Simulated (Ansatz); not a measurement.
def2 core potentials replace the inner electrons of Te.

**C$_{5}$H$_{10}$OTe, SMILES `C1CC(CC1)[Te]O` (H–O–Te–C torsion -89°, O–Te–C–C torsion 46°) (charge 0, multiplicity 1)**

Calculation: CAM-B3LYP-D3(BJ)/def2-TZVP // B3LYP-D3(BJ)/def2-SVP in Ansatz (a program for electronic structure).

| Item | Result |
|---|---|
| HOMO | -7.23 eV |
| dipole moment | 2.53 D |
| LUMO | -0.54 eV |
| HOMO–LUMO gap | 6.69 eV |
| total energy | -14687.62 eV |
| cost | very roughly 28 core-seconds |

```xyz
17

O      3.4599    -0.3349     0.8374
Te     1.9478     0.1361     2.0997
C      0.5076     0.5150     0.5045
C      0.5032    -0.5591    -0.5829
C     -0.7860    -0.2380    -1.3646
C     -1.7775     0.3324    -0.3110
C     -0.9481     0.5425     0.9862
H      3.3858    -1.2881     0.6831
H      0.7860     1.4871     0.0691
H      1.4141    -0.5458    -1.1975
H      0.4271    -1.5561    -0.1146
H     -0.5720     0.5207    -2.1338
H     -1.1843    -1.1201    -1.8885
H     -2.2100     1.2832    -0.6577
H     -2.6217    -0.3497    -0.1290
H     -1.1227    -0.2954     1.6825
H     -1.2093     1.4703     1.5172
```
Charge 0, spin multiplicity 1.
